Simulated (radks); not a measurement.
The numbers below are computed, except where a source is named.
Numerical settings for neutral tungsten, [Xe] 4f14 5d4 6s2. Level of theory: Dirac Kohn-Sham, PBE, spin-unpolarised, spherical densities, point nucleus; open shells fill j = l - 1/2 first (a radial shooting solver on a logarithmic mesh with Libxc functionals). The defaults (mesh step 0.008 in ln r, mesh end at 40 bohr or more with all orbitals vanishing there, Anderson mixing 0.5 over 9 steps, residual threshold near 1e-9 with the energy settled to 1e-9 hartree or 1e-11 of itself, here a cap of 62 iterations) give E = -16165.9372 hartree and 5d3/2 at -4.646 eV in 15 iterations. Run on one thread of a shared host, so times are rough (Arm Neoverse N1): 0.26 s of CPU time, 0.26 s wall, 15 iterations on 2728 mesh points. Changes against that run (0 stands for a change within the tolerance of the run):

setting	iterations	converged	E (mhartree)	e(5d3/2) (meV)	CPU (s)
mesh step in ln r 0.2	4	no	diverged	-	0.01
mesh step in ln r 0.012	15	yes	0	0	0.18
mesh step in ln r 0.12	4	no	diverged	-	0.02
mesh end (bohr) 12	15	yes	+0.0335	+3.51	0.24
mesh end (bohr) 3	14	level above zero	+2.67e+03	+1.92e+04	0.18
residual threshold 0.001	10	yes	0	-0.459	0.21
residual threshold 1e-05	11	yes	0	-0.177	0.22
mixing 0.2	19	yes	0	0	0.31
linear mixing, mixing 0.8	62	no	+2.48e+05	+2.01e+03	2.1
linear mixing, mixing 0.2	62	no	0	0	0.69
mixing history 2	26	yes	0	0	0.37
iteration cap 5	5	no	+0.845	+81.5	0.1

Settled on a wrong energy, with an occupied level pushed above zero by the early mesh end: mesh end (bohr) 3 (+2.67 hartree). Apart from these: no run marked as converged misses the energy by more than 1 mhartree. A mesh that ends early acts as a hard wall.
